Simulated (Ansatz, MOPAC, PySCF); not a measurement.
Two conformers of propylene glycol (SMILES CC(O)CO), B3LYP-D3(BJ)/def2-TZVP minima.
Conformer 1 (charge 0, multiplicity 1):
```xyz
13

C     -1.4751    -0.3656    -0.2258
C     -0.1430     0.3647    -0.2616
O      0.1649     0.9642     1.0068
C      1.0224    -0.5650    -0.5518
O      2.2547     0.1295    -0.5943
H     -2.2906     0.3233     0.0044
H     -1.4624    -1.1450     0.5379
H     -1.6915    -0.8256    -1.1925
H     -0.1587     1.1434    -1.0341
H     -0.4387     1.6967     1.1653
H      1.0403    -1.3555     0.2110
H      0.8872    -1.0348    -1.5270
H      2.2905     0.6697     0.2054
```
Conformer 2 (charge 0, multiplicity 1):
```
atom    x (Å)    y (Å)    z (Å)
----  -------  -------  -------
C      1.1469  -0.8203   0.0544
C      0.4579   0.5348   0.1804
O      0.5452   1.2695  -1.0354
C     -1.0019   0.4236   0.6102
O     -1.8039  -0.1778  -0.4085
H      0.6547  -1.4429  -0.6974
H      2.1805  -0.6831  -0.2616
H      1.1434  -1.3564   1.0068
H      0.9829   1.1338   0.9303
H     -0.1656   0.9462  -1.6053
H     -1.4121   1.4234   0.7518
H     -1.0864  -0.1238   1.5552
H     -1.6417  -1.1269  -0.4135
```

No zero-point or thermal terms.

Rows in 3-21G carry no dispersion term and start afresh at each structure. The state that AM1, PM3 reach isn't checked.

Run with Ansatz (a first-principles code) with Gaussian orbitals; MOPAC for AM1, PM3 (differences of heats of formation); PySCF for 3-21G rows. Each number belongs to the level named beside it.

Task: One of these levels gives 6.0 kJ/mol for the electronic energy of conformer 2 less that of conformer 1. Name it.
A) PM3
B) AM1
C) HF/3-21G
D) SVWN5/def2-TZVPP

Result: C, HF/3-21G. The others give -0.5 (AM1), -3.4 (PM3), 3.2 (SVWN5/def2-TZVPP)
